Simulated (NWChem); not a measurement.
ZrF₃ cation; SMILES [F][Zr+]([F])[F]

All runs: NWChem. Medium grid unless said otherwise, to which SCAN and Minnesota functionals are sensitive. The geometry was optimised at PBE0/def2-SVP. This spin state was assumed; another may lie lower. def2 effective core potentials on Zr; no spin-orbit coupling. Hybrids' shares of exact exchange are those that their runs print; pure functionals count as 0. The functionals differ in more than this share.

| row | share of exact exchange | orbital gap (eV) |
|---|---|---|
| PBE/def2-TZVP | 0.00 | 5.81 |
| HCTH/407/def2-TZVP | 0.00 | 5.82 |
| B3LYP/def2-TZVP | 0.20 | withheld |
| M06-2X/def2-TZVP | 0.54 | 11.15 |
| Hartree-Fock/def2-TZVP | 1.00 | 16.48 |

Problem. Fit a straight line of the last column on the one before it, predict the withheld value, and compare with the run.

Solution. 
1. Means of the 4 shown rows: x = 0.385, y = 9.815. Slope Σ(x − x̄)(y − ȳ)/Σ(x − x̄)² = 7.386/0.6987 = 10.57; intercept 5.746.
2. The shown rows scatter about the line by 0.179 (root mean square); the largest residual is -0.30, at M06-2X/def2-TZVP.
3. At x = 0.20 (B3LYP/def2-TZVP; inside the shown range) the line gives 7.86.
4. The run gives 7.84, -0.02 from the line, 0.1 times the scatter.
